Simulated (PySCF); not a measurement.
InCl, SMILES [Cl][In] (connectivity only; charge and spin as stated), neutral, multiplicity 1. Geometry optimised at PBE0-D3(BJ)/def2-TZVP. The def2 effective core potentials stand for the cores of In; spin–orbit coupling is left out.

These are PBE0-D3(BJ)/def2-TZVP (PySCF) values and carry that method's errors.

Harmonic wavenumbers (cm⁻¹): 312. Rotational constants (GHz): 3.203 (linear); symmetry number 1.

Q: Work out the zero-point energy and the ideal-gas rigid-rotor harmonic-oscillator thermochemistry at 298.15 K and 1 atm.

A: ZPE = ½ Σ hcν = ½ × 312 cm⁻¹ = 0.45 kcal/mol. H − E(el) = 2.77 kcal/mol. Entropy in cal/(mol K): translation 40.93, rotation 17.03, vibration 1.35, total 59.32. G − E(el) = -14.91 kcal/mol. Cp = 8.61 cal/(mol K).
